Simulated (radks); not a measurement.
Q: Species: Se X. Configuration: [Ar] 3d7 (the NIST ground configuration). Method: scalar-relativistic Kohn-Sham, PBE, spin-polarised, spherical densities, finite nucleus; open shells are filled with parallel spins first; Fermi nuclear charge, rms radius 4.14 fm; computed with a radial shooting solver on a logarithmic mesh with Libxc functionals. Some entries of the table are withheld. Estimate them.

| orbital | occ. | eigenvalue (eV) | <r> (bohr) |
|---|---|---|---|
| 1s up | 1 | -12711.82 | 0.04408 |
| 1s down | 1 | -12711.81 | 0.04408 |
| 2s up | 1 | -1816.295 | 0.1959 |
| 2s down | 1 | -1812.814 | 0.1956 |
| 2p up | 3 | -1622.504 | (1) |
| 2p down | 3 | -1619.907 | (2) |
| 3s up | 1 | (3) | 0.5542 |
| 3s down | 1 | (4) | 0.5559 |
| 3p up | 3 | (5) | 0.5602 |
| 3p down | 3 | (6) | 0.5627 |
| 3d up | 5 | -244.1657 | 0.5526 |
| 3d down | 2 | -238.5049 | 0.5576 |

A: 
(1) 2p up <r> (bohr): 0.1711
(2) 2p down <r> (bohr): 0.1708
(3) 3s up eigenvalue (eV): -405.9599
(4) 3s down eigenvalue (eV): -400.6655
(5) 3p up eigenvalue (eV): -344.5824
(6) 3p down eigenvalue (eV): -339.2965
